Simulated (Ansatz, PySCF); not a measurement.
This Ansatz (a first-principles code) input computes a CCSD(T)/cc-pVDZ energy:

Ansatz 0.2 input:
```yaml
crystal:
  periodic: [false, false, false]
  atoms:
    - {symbol: C, position_ang: [-1.50946924, 0.13525764, -0.02954702]}
    - {symbol: C, position_ang: [-0.14239834, -0.47916042, -0.10548602]}
    - {symbol: C, position_ang: [1.02416038, 0.26214254, -0.58559615]}
    - {symbol: O, position_ang: [0.83826806, 0.01922124, 0.81226500]}
    - {symbol: H, position_ang: [-2.05693779, -0.25112328, 0.83255523]}
    - {symbol: H, position_ang: [-2.08462067, -0.10001904, -0.92820269]}
    - {symbol: H, position_ang: [-1.43877541, 1.21922918, 0.06660483]}
    - {symbol: H, position_ang: [-0.11998649, -1.56214571, -0.21072859]}
    - {symbol: H, position_ang: [0.90406969, 1.29704488, -0.89351414]}
    - {symbol: H, position_ang: [1.85634933, -0.26619438, -1.04105945]}
basis:
  gaussian:
    orbitals: cc-pVDZ
magnetization: {spin_polarized: false}
correlation: {method: ccsd_t, electrons: outside_noble_gas}
```

Question: Write an input for the same energy in PySCF and say what it gives.

Answer: 
```python
from pyscf import gto, scf, mp, cc as ccmod

mol = gto.M(
    atom='''
    C    -1.50946924    0.13525764   -0.02954702
    C    -0.14239834   -0.47916042   -0.10548602
    C     1.02416038    0.26214254   -0.58559615
    O     0.83826806    0.01922124    0.81226500
    H    -2.05693779   -0.25112328    0.83255523
    H    -2.08462067   -0.10001904   -0.92820269
    H    -1.43877541    1.21922918    0.06660483
    H    -0.11998649   -1.56214571   -0.21072859
    H     0.90406969    1.29704488   -0.89351414
    H     1.85634933   -0.26619438   -1.04105945
    ''',
    basis='cc-pvdz',
    charge=0,
    spin=0,
    verbose=4,
)

mf = scf.RHF(mol)
mf.conv_tol = 1e-10
mf.max_cycle = 100
mf.kernel()
mp2 = mp.MP2(mf, frozen=4).run()
cc = ccmod.CCSD(mf, frozen=4)
cc.max_cycle = 100
cc.kernel()
et = cc.ccsd_t()
print(f'E(CCSD(T)) = {cc.e_tot + et:.9f}')
```
It gives -192.58637 Eh, and Ansatz -192.58637 Eh, a difference of 0.00 mEh.
